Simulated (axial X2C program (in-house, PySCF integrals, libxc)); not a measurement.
Spin–orbit effects down a group: molecules with Si (ions), CCSD

Computed with an in-house all-electron X2C program for linear molecules (integrals from PySCF), spin-free (one-electron X2C) or two-component (2c: spin–orbit coupling with atomic mean-field Coulomb and Gaunt terms, which also bring small scalar terms), in Dyall basis sets with cores contracted in-house; open shells are unrestricted.

Basis sets: Br dyall-cv3z, Cl dyall-av3z, I dyall-cv3z, Si dyall-v3z. Frozen shells (counts by l): SiCl⁺ Cl 2s1p, Si 2s1p, 10 electrons correlated; SiBr⁺ Br 3s2p1d, Si 2s1p, 10 electrons correlated; SiI⁺ I 4s3p2d, Si 2s1p, 10 electrons correlated. Coupled cluster in natural virtuals with an MP2 remainder. Where the outer core of a metal is frozen, bonds come out longer and ionisation energies lower.

```csv
molecule,spin-free state,Re (Å),ωe (cm⁻¹),De (eV),2c state,Re 2c (Å),ωe 2c (cm⁻¹),De 2c (eV)
SiCl⁺,"M_S = 0, Λ = 0",1.964,674.5,4.83,Ω = 0,1.964,674.4,4.77
SiBr⁺,"M_S = 0, Λ = 0",2.110,540.7,4.34,Ω = 0,2.111,539.8,4.18
SiI⁺,"M_S = 0, Λ = 0",2.324,460.7,3.86,Ω = 0,2.328,456.9,3.59
```

Question: Work out the shifts from the spin-free to the two-component result.

Answer: 

```csv
molecule,2c state,ΔRe (Å),Δωe (cm⁻¹),ΔDe (eV)
SiCl⁺,Ω = 0,0.000,noise,-0.06
SiBr⁺,Ω = 0,0.001,-0.9,-0.16
SiI⁺,Ω = 0,0.004,noise,-0.27
```

Shifts of one unit in the last digit are rounding. Where the truncated virtual spaces of the two runs make Δωe unreliable it is marked noise.

Fragments in 2c: Cl + Si+, Br + Si+, I + Si+. Each entry is the lowest single determinant of a limited PBE0 search at one distance. De goes to single-determinant-based atoms at the same level (for ions the charge split of lowest energy) and is withheld (n/a) where an atom does not fit its ground term or J level. Main or longest-lived isotopes. One determinant is a doubtful description, or other states lie close, for SiI⁺; these need not be ground states, and all values refer to the states named. Some light 2c atoms are not at their ground J level, so De misses part of their lowering (0.04 eV or less).
